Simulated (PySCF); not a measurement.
How methods differ on the ionisation energy of P²⁺

P²⁺ [Ne] 3s2 3p1 (2P) → P³⁺ [Ne] 3s2 (1S), as a difference of total energies. Calculation: PySCF 2.14, in aug-cc-pV(5+d)Z; no relativity, point nucleus. Correlated levels: valence: [Ne] frozen. The calculations carry no spin-orbit coupling.

```json
{"method": "UHF", "ionisation energy (eV)": "29.591", "plus first-order spin-orbit estimate": "29.632", "error of that sum (eV)": "-0.571"}
{"method": "LDA", "ionisation energy (eV)": "30.208", "plus first-order spin-orbit estimate": "30.249", "error of that sum (eV)": "+0.046"}
{"method": "PBE", "ionisation energy (eV)": "30.246", "plus first-order spin-orbit estimate": "30.287", "error of that sum (eV)": "+0.084"}
{"method": "PBE0", "ionisation energy (eV)": "30.268", "plus first-order spin-orbit estimate": "30.308", "error of that sum (eV)": "+0.105"}
{"method": "r2SCAN", "ionisation energy (eV)": "30.380", "plus first-order spin-orbit estimate": "30.420", "error of that sum (eV)": "+0.217"}
{"method": "PW91", "ionisation energy (eV)": "30.320", "plus first-order spin-orbit estimate": "30.361", "error of that sum (eV)": "+0.158"}
{"method": "B2PLYP", "ionisation energy (eV)": "30.106", "plus first-order spin-orbit estimate": "30.146", "error of that sum (eV)": "-0.057"}
{"method": "B97-3", "ionisation energy (eV)": "30.115", "plus first-order spin-orbit estimate": "30.155", "error of that sum (eV)": "-0.048"}
{"method": "MP2 (valence)", "ionisation energy (eV)": "29.936", "plus first-order spin-orbit estimate": "29.976", "error of that sum (eV)": "-0.227"}
{"method": "SCS-MP2 (valence)", "ionisation energy (eV)": "29.931", "plus first-order spin-orbit estimate": "29.972", "error of that sum (eV)": "-0.231"}
```

Reference: 30.203 eV (measured; NIST Atomic Spectra Database, ionization energies).

A first-order spin-orbit estimate (lowest level to lowest level, LS coupling) adds 0.041 eV.
